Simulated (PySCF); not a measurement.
Species: C₅H₉BO₄.
Z-matrix (Å and degrees, PBE0-D3(BJ)/def2-SVP geometry), rows numbered from 1:
```
C 
O   1  1.4078
B   2  1.3534  1  122.91
O   3  1.3534  2  120.00  1     1.27
C   4  1.4085  3  123.81  2  -178.88
C   3  1.5904  2  117.04  1  -178.33
C   6  1.5292  3  118.94  2     9.38
O   7  1.4510  6   90.64  3   113.80
C   8  1.3523  7   91.90  6     1.22
O   9  1.1900  6  137.22  3    62.18
H   1  1.1009  2  109.18  3  -121.41
H   1  1.1008  2  109.15  3   120.44
H   1  1.0997  2  111.79  3    -0.47
H   5  1.0990  4  108.04  3   166.59
H   5  1.1034  4  110.95  3   -75.21
H   5  1.1009  4  111.84  3    46.86
H   6  1.1023  3  110.75  2  -127.63
H   7  1.0992  6  116.42  3  -132.68
H   7  1.0979  6  115.55  3     0.04
```

Method: PBE0-D3(BJ)/def2-SVP geometry optimisation, gas phase in PySCF 2.14.0.

Take the most abundant isotopes and a rigid rotor. The values belong to one conformer with, in the numbering `[CH3:1][O:2][B:3]([O:4][CH3:5])[C@H:6]1[CH2:7][O:8][C:9]1=[O:10]`, C1–O2–B3–O4 1°, O2–B3–O4–C5 -179°, O2–B3–C6–C7 9°.

Give the principal moments of inertia and the rotational constants in MHz.

Ia = 279.76, Ib = 476.08, Ic = 670.11 u·Å²; 505379 MHz·u·Å²/I gives A = 1806, B = 1062, C = 754.2 MHz.

What kind of rotor is it?

An asymmetric top. Ray's parameter κ = (2B − A − C)/(A − C) = -0.416; −1 is the prolate and +1 the oblate limit.

Is it planar, by Δ = Ic − Ia − Ib?

Not planar: Δ = Ic − Ia − Ib = -85.72 u·Å². For a rigid frame Δ = −2 Σ m c², so Σ m c² = 42.86 u·Å² lies off the ab plane: 10.87 from hydrogen and 31.99 from heavier atoms. The atom farthest from that plane is 1.73 Å away.

Predict some low-J microwave lines.

The dipole components are |μa| = 2.87 D, |μb| = 0.67 D, |μc| = 2.41 D. The squared components, which scale the intensities, stand as 1.00 : 0.05 : 0.71 (a : b : c). Some lines, for components of 0.1 D or more:

```csv
type,branch,"J(Ka,Kc)",MHz,lower level (cm⁻¹)
a,Q,"3(2,1) ← 3(2,2)",359,0.483
c,Q,"2(1,2) ← 2(0,2)",515,0.179
b,Q,"3(1,2) ← 3(0,3)",2123,0.351
b,Q,"3(2,1) ← 3(1,2)",2188,0.422
b,R,"1(1,1) ← 0(0,0)",2561,0.000
b,Q,"2(2,1) ← 2(1,2)",3157,0.196
a,R,"2(1,2) ← 1(1,1)",3324,0.085
b,Q,"3(2,2) ← 3(1,3)",3661,0.361
b,Q,"3(3,1) ← 3(2,2)",4537,0.483
b,R,"3(1,3) ← 2(0,2)",5457,0.179
a,R,"3(2,1) ← 2(2,0)",5728,0.304
a,R,"3(1,2) ← 2(1,1)",5852,0.227
b,R,"3(3,0) ← 2(2,1)",9996,0.302
```

Estimate the classical rotational partition function at 25 K, 50 K and 500 K.

Point group C1, symmetry number σ = 1; q = (√π/σ)·√((kT/h)³/(ABC)), k/h = 20836.6 MHz/K: 17500 at 25 K, 49600 at 50 K, 1570000 at 500 K.

PBE0-D3(BJ)/def2-SVP frequencies: not computed here. No vibrational averaging or centrifugal distortion is included, and the geometry carries the error of its method. A rigid rotor knows nothing of internal rotation, which can split or shift real lines. Quadrupole hyperfine structure (11B) is left out.
